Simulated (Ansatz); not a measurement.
`[OH][Al]([OH])[O][SiH3]` and `[OH][Al]([O][SiH3])[O][SiH3]` differ in one atom or group.

Ansatz, PBE0-D4/def2-TZVP geometries, multiplicity 1. Each molecule was computed in one conformer, which needn't be the lowest.

```tsv
property	`[OH][Al]([OH])[O][SiH3]`
HOMO–LUMO gap (B3LYP/def2-TZVPP) / eV	7.55
LUMO energy (PBE/def2-TZVPP) / eV	-1.53
LUMO energy (PBE0/def2-TZVPP) / eV	-0.66
HOMO–LUMO gap (PBE/def2-TZVPP) / eV	5.75
HOMO–LUMO gap (PBE0/def2-TZVPP) / eV	8.07
HOMO energy (PBE/def2-TZVPP) / eV	-7.28
```

Question: Give the same properties after the change, and the shifts. (An estimate is asked.)

Answer: Ansatz gave: 
```tsv
property	`[OH][Al]([O][SiH3])[O][SiH3]`	shift
HOMO–LUMO gap (B3LYP/def2-TZVPP) / eV	7.35	-0.20
LUMO energy (PBE/def2-TZVPP) / eV	-1.71	-0.18
LUMO energy (PBE0/def2-TZVPP) / eV	-0.84	-0.18
HOMO–LUMO gap (PBE/def2-TZVPP) / eV	5.52	-0.23
HOMO–LUMO gap (PBE0/def2-TZVPP) / eV	7.85	-0.22
HOMO energy (PBE/def2-TZVPP) / eV	-7.23	0.05
```

With PBE0 the HOMO rises by 0.06 eV and the LUMO falls by 0.18 eV, so the gap narrows by about 0.24 eV. PBE moves the HOMO by 0.05 eV and ωB97M-V by 0.05 eV.

B3LYP here is the variant with VWN-RPA as its local correlation; programs differ in this.
